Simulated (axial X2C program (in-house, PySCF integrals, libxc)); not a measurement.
## What spin–orbit coupling does to BeNb

Computed with an in-house relativistic program for diatomic molecules. Spin-free means the one-electron spin-free X2C Hamiltonian; two-component (2c) means X2C with spin–orbit coupling and atomic mean-field two-electron Coulomb and Gaunt terms, so the difference of the two also holds small scalar two-electron terms. Basis: Nb dyall-cv3z [11s12p9d5f3g], Be dyall-cv3z [8s8p3d1f] (cores contracted in-house); Gaussian nuclei, density fitting, unrestricted open shells. Masses: Nb 92.906 u, Be 9.012 u.

Spin-free state: M_S = 5/2, Λ = 2 (beyond evenly filled blocks: 2 × σα, π+α, π-α, δ+α); fragments Nb + Be.

| level | Re (Å) | ωe (cm⁻¹) | De (eV) | μ (D) |
| --- | --- | --- | --- | --- |
| HF | 2.679 | 270.4 | 0.245 | -2.52 |
| MP2 | 2.376 | 389.3 | 0.885 | n/a |
| BLYP | 2.421 | 408.7 | 1.066 | -1.79 |

Correlated methods: 15 electrons correlated (number of frozen shells: Nb 3 s, 2 p, 1 d; Be 1 s), 273 virtual spin orbitals or spinors in MP2.

Dipoles are positive if Be is the positive end.

Two-component determinant lowest at the distance of the search:

Ω = 1/2 (⟨Sz⟩ = 2.50, ⟨Lz⟩ = -2.00 at HF); fragments Nb + Be.

```csv
level,Re (Å),ωe (cm⁻¹),μ (D)
HF,2.678,270.3,-2.52
MP2,2.376,389.3,n/a
BLYP,2.421,408.4,-1.79
```

From the two tables, how do the constants change at the MP2 level (2c against spin-free)?

At the MP2 level Re is unchanged to within 0.001 Å and ωe is unchanged to within 0.2 cm⁻¹.

One determinant describes the state; a PBE0 search over occupations chose it and may have missed a lower one. De is counted from the lowest determinant-based energies of the atoms at the same level, without counterpoise correction. De is not given where an atomic determinant may have missed its ground term or J level, or where the truncated virtual space spoils (T). Density functionals use the spin component along the axis (collinear). Other states lie close and PBE0, whose exact exchange favours high spin, may order them wrongly; the determinant shown need not be the ground state. The nearest other spin-free determinant of the search, M_S = 5/2, Λ = 0, lies 0.10 eV up at the distance of the search. Without a current term, density functionals place determinants with orbital angular momentum somewhat too high. With several unpaired electrons one determinant need not be a pure state. At some level and bond length an empty orbital lies below a filled one. The determinant is spin-polarised beyond a pure state at some levels (its spin-free form has ⟨S²⟩ too high), which makes Re and μ there less reliable.
